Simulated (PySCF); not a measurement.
# What settings do to a single point of WO2Br2

The sound run of WO2Br2 (singlet) uses PySCF 2.14.0, RKS B3LYP, W def2-SVP with ECP60, O def2-SVP, Br def2-SVP; non-relativistic Hamiltonian with scalar-relativistic core potentials where named; density fitting; no spin-orbit coupling, grid (50, 194), threshold 1e-8 Eh and 55 cycles, at the relaxed geometry:

```xyz
5

W     0.3594    0.3594    0.0000
O     1.5471    0.6131   -1.1959
O     0.6131    1.5471    1.1959
Br   -1.8370    0.6920   -0.9901
Br    0.6920   -1.8370    0.9901
```

There W1 has a Mulliken charge of 0.99 e and the dipole about the centre of mass is 2.07 D. Each run below changes one thing and starts from free metal ions and neutral atoms unless it says otherwise; with 55 cycles, smearing, a level shift and second-order steps follow where DIIS fails, and their cycles count. Energy shifts count from the sound run.

```tsv
change	outcome	cycles	energy shift (eV)	largest force component (eV/Å)	charge on W1 (e)	dipole about the centre of mass (D)
threshold 0.001	converged	11	0.0006	0.01	0.98	2.03
spin (2S) set to 12, limit 98 cycles	not converged	98	–	–	–	–
start from the bare core Hamiltonian, limit 68 cycles	converged	27	0.0000	0.00	0.99	2.07
```

(1) How does the run with this change end: all coordinates × 1.05?

Forces carry noise of the integration grid, about 0.01 to 0.03 eV/Å.

Results:

(1) outcome converged, cycles 15, energy shift (eV) 0.62, largest force component (eV/Å) 3.03, charge on W1 (e) 1.03, dipole about the centre of mass (D) 2.14.
